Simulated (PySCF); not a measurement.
TDDFT excited states: H6NO2PSi

H₆NO₂PSi.
Cartesian coordinates in Å at the PBE0-D3(BJ)/def2-SVP level; atoms count from 1:
```
atom  x, y, z in Å
N1    -0.963   -1.120   -0.916
Si2   -0.039    0.107   -0.158
O3    -0.698    0.496    1.321
O4    -0.041    1.553   -0.973
P5     2.067   -0.705   -0.113
H6    -0.542   -1.682   -1.646
H7    -1.954   -0.981   -1.083
H8    -0.824   -0.240    1.927
H9    -0.048    2.330   -0.406
H10    1.871   -1.448    1.093
H11    2.585    0.441    0.564
```

Computed with TDDFT PBE0/def2-SVPD, vertical, gas phase, core orbitals frozen in the response in PySCF.

Q: List the vertical singlet excitations with oscillator strengths and describe the spectrum.

A: 

```tsv
state	E (eV)	λ (nm)	ν̃ (cm⁻¹)	f	main configurations (H = HOMO, L = LUMO)
S1	6.20	200.0	50010	0.054	H→L (97%)
S2	6.48	191.4	52240	0.0070	H→L+1 (95%)
S3	6.75	183.6	54450	0.030	H-1→L (94%)
S4	7.27	170.6	58610	0.118	H→L+2 (82%)
S5	7.37	168.3	59420	0.030	H→L+3 (87%)
S6	7.41	167.3	59770	0.061	H-1→L+1 (79%)
S7	7.61	162.9	61400	0.016	H→L+4 (64%), H→L+5 (14%), H-2→L (12%)
S8	7.72	160.7	62230	0.035	H-2→L (60%), H→L+4 (16%), H-1→L+2 (11%)
S9	7.76	159.7	62610	0.029	H-1→L+2 (77%), H-2→L (14%)
S10	7.85	157.9	63330	0.111	H→L+5 (72%), H→L+4 (9%)
```

Triplets (Tamm–Dancoff): T1 5.64 eV, H→L+1 (83%); T2 5.73 eV, H→L+2 (61%), H→L (24%); T3 6.08 eV, H→L (69%), H→L+2 (20%); T4 6.48 eV, H-1→L (81%).

The lowest singlet comes at 200 nm (598 kJ/mol) in the ultraviolet; it is of moderate strength; its leading configuration is HOMO→LUMO (97%). The most intense listed level is S4 at 7.27 eV (171 nm, f = 0.118), 1.07 eV above S1. Löwdin shares by element: HOMO phosphorus 62%, silicon 10%, oxygen 10% or more, hydrogen 6% or more; LUMO silicon 31%, oxygen 21%, phosphorus 11% (atoms not listed hold the other 37%). Of the 10 states listed, 9 reach f = 0.01 and none stays under 0.0005. The listed states span 1.65 eV, and the widest gap between neighbours is 0.52 eV (S3 to S4). The oscillator strengths of these states sum to 0.492; summed over the whole spectrum of an exact calculation they would give the number of electrons, 58 (Thomas–Reiche–Kuhn). No computed singlet lies in the visible range (380 to 750 nm); the lowest, at 200 nm, stands 2.94 eV above its violet end (3.26 eV). The vertical ionisation energy (ΔSCF) is 9.40 eV, 1.55 eV above S10. The window holds the lowest 10 singlets.

One conformer stands for the species.
